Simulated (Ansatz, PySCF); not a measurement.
The pair A = HCl (SMILES Cl) (first 2 atoms), B = Si2H6 (SMILES [SiH3][SiH3]); geometry from B3LYP-D3(BJ)/def2-TZVP.
(charge 0, multiplicity 1):
```tsv
atom	x (Å)	y (Å)	z (Å)
Cl	1.0490	0.6438	-0.3519
H	-0.0039	0.9067	0.3381
Si	0.9652	-0.5910	3.3593
Si	-1.1181	0.4683	3.1579
H	2.0587	0.3766	3.1142
H	1.0666	-1.7104	2.3957
H	1.0921	-1.1256	4.7373
H	-1.2354	1.5947	4.1143
H	-2.2250	-0.4876	3.3987
H	-1.3029	1.0263	1.7897
```

Rows in 6-31G* carry no dispersion term and start afresh at each structure (6-31G* with six Cartesian d functions).

Run with Ansatz (an electronic-structure program); PySCF for 6-31G* rows. 

Total energies (hartree), monomers frozen at their geometry in the pair:

```
structure                  HF/6-31G*  PBE/def2-TZVPPD   B3LYP/6-31G*
---------------------  -------------  ---------------  -------------
AB                     -1041.3626427    -1042.9043601  -1043.3782987
A in the pair's basis   -460.0602414     -460.6292562   -460.7963632
B in the pair's basis   -581.3050988     -582.2737795   -582.5827655
A                       -460.0597221     -460.6291316   -460.7956893
B                       -581.3048561     -582.2737362   -582.5824881
```

**Question.** Work out the interaction energy without and with the counterpoise correction, and the superposition error, for each level.

**Answer.** 
E(AB) − E(A) − E(B), times 627.509 kcal/mol, with the monomers in their own basis and then in the pair's basis:
- HF/6-31G*: 1.21 uncorrected, 1.69 corrected; the monomers gain 0.48 kcal/mol from borrowed functions
- PBE/def2-TZVPPD: -0.94 uncorrected, -0.83 corrected; the monomers gain 0.11 kcal/mol from borrowed functions
- B3LYP/6-31G*: -0.08 uncorrected, 0.52 corrected; the monomers gain 0.60 kcal/mol from borrowed functions
